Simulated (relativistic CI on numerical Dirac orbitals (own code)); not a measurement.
# Slater and spin-orbit integrals, W⁸⁺

Computed by Dirac-Coulomb-Breit CI, orbitals from a KLI potential per configuration, model QED (radiative potential, 1s self-energy scaled to tabulated hydrogen-like ionisation energies), unscaled Slater integrals (own radial code, finite nucleus).

Slater integrals F^k, G^k are unscaled and averaged over j, outside the closed core [Kr] 4d10; ζ comes from projecting the Hamiltonian with its Breit term on Σ l·s of the shell.

- 4f14.5s2.5p4: F^2(5p,5p) = 93253, ζ(5p) = 61735 cm⁻¹; <r>(5p) = 1.15, <r^2>(5p) = 1.481 (bohr units).
- 4f13.5s2.5p5: ζ(4f) = 4919.5, F^2(4f,5p) = 69395, G^2(4f,5p) = 28851, G^4(4f,5p) = 23994, ζ(5p) = 63744 cm⁻¹; <r>(4f) = 0.5764, <r^2>(4f) = 0.4053, <r>(5p) = 1.138, <r^2>(5p) = 1.451 (bohr units).
- 4f14.5s.5p5: G^1(5s,5p) = 121940, ζ(5p) = 61385 cm⁻¹; <r>(5s) = 1.024, <r^2>(5s) = 1.171, <r>(5p) = 1.149, <r^2>(5p) = 1.479 (bohr units).

Averages of the first 10 configurations, taken without configuration mixing, which lowers the lowest level and can move excited configurations by several eV; other configurations of the list can lie among them:

```json
{"Configuration": "4f14.5s2.5p4", "Parity": "even", "States": "15", "Average energy above the lowest level (eV)": "9.4"}
{"Configuration": "4f13.5s2.5p5", "Parity": "even", "States": "84", "Average energy above the lowest level (eV)": "7.9"}
{"Configuration": "4f14.5s.5p5", "Parity": "odd", "States": "12", "Average energy above the lowest level (eV)": "51.2"}
{"Configuration": "4f14.5s2.5p3.5d", "Parity": "odd", "States": "200", "Average energy above the lowest level (eV)": "59.5"}
{"Configuration": "4f13.5s2.5p4.5d", "Parity": "odd", "States": "2100", "Average energy above the lowest level (eV)": "58.8"}
{"Configuration": "4f14.5s.5p4.5d", "Parity": "even", "States": "300", "Average energy above the lowest level (eV)": "99.7"}
{"Configuration": "4f14.5s2.5p3.5f", "Parity": "even", "States": "280", "Average energy above the lowest level (eV)": "103.4"}
{"Configuration": "4f13.5s2.5p4.6s", "Parity": "odd", "States": "420", "Average energy above the lowest level (eV)": "79.5"}
{"Configuration": "4f14.5p6", "Parity": "even", "States": "1", "Average energy above the lowest level (eV)": "97.3"}
{"Configuration": "4f13.5p6.5d", "Parity": "odd", "States": "140", "Average energy above the lowest level (eV)": "148.4"}
```
